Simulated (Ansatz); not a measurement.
Total energies of BH2(OEt) (C₂H₇BO) from Ansatz at PBE0-D4/def2-TZVPD, gas phase (1 Eh = 27.2114 eV = 2625.5 kJ/mol). The reference geometry is relaxed at r2SCAN-D4/def2-SVP.

```xyz
11

B     0.5307   -0.8840   -1.6799
H     0.2671   -1.9890   -1.2460
H     0.7120   -0.6655   -2.8543
O     0.6329    0.1631   -0.8463
C     0.4243    0.0551    0.5612
C    -0.8200    0.8166    0.9638
H     0.3511   -1.0108    0.8449
H     1.3158    0.4799    1.0525
H    -0.9471    0.7910    2.0571
H    -0.7500    1.8680    0.6461
H    -1.7167    0.3757    0.5009
```

```
                state   geometry  energy (Eh)
     charge 0 singlet  reference   -180.37637
    charge -1 doublet  reference   -180.33907
free B atom (doublet)          –    -24.61833
free H atom (doublet)          –     -0.50104
free O atom (triplet)          –    -75.01925
free C atom (triplet)          –    -37.80543
```

(1) Work out the vertical electron affinity, to the doublet.

(2) What is the binding energy per atom against free atoms?

(1) E(charge 0 singlet) − E(charge -1 doublet) = -180.37637 − (-180.33907) = -0.03730 Eh = -1.01 eV; negative, so the extra electron isn't bound.

(2) Atoms: 1 × (-24.61833) + 7 × (-0.50104) + 1 × (-75.01925) + 2 × (-37.80543) = -178.75572 Eh. Binding: -178.75572 − (-180.37637) = 1.62065 Eh = 44.10 eV, or 4.01 eV for each of 11 atoms (no zero-point energy, no counterpoise term).

At PBE0-D4/def2-TZVPD the highest occupied level of the charge -1 doublet lies above zero (up to 1.93 eV). By energy differences it is unbound by 1.02 eV (vertical, against the charge 0 singlet, at PBE0-D4/def2-TZVPD) and held by the finite basis.
